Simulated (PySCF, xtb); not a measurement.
Sn(F)(Cl)(OH)2 (ClFH2O2Sn), SMILES [F][Sn]([Cl])([OH])[OH]. One conformer was computed; it need not be the lowest.

Harmonic wavenumbers (cm⁻¹) from xtb with GFN2-xTB at its own minimum, in rising order: 72, 97, 119, 134, 143, 186, 210, 316, 406, 473, 517, 833, 852, 3569, 3591.

### Question
What does PBE0-D3(BJ)/def2-SVP in PySCF give at its own minimum? (An estimate is asked for; the answer gives what the named calculation found.)

### Answer
80, 104, 136, 149, 175, 182, 212, 399, 637, 658, 671, 867, 889, 3869, 3876. Paired by order, the mean absolute difference is 93 cm⁻¹ and the zero-point energies are 16.5 and 18.4 kcal/mol.
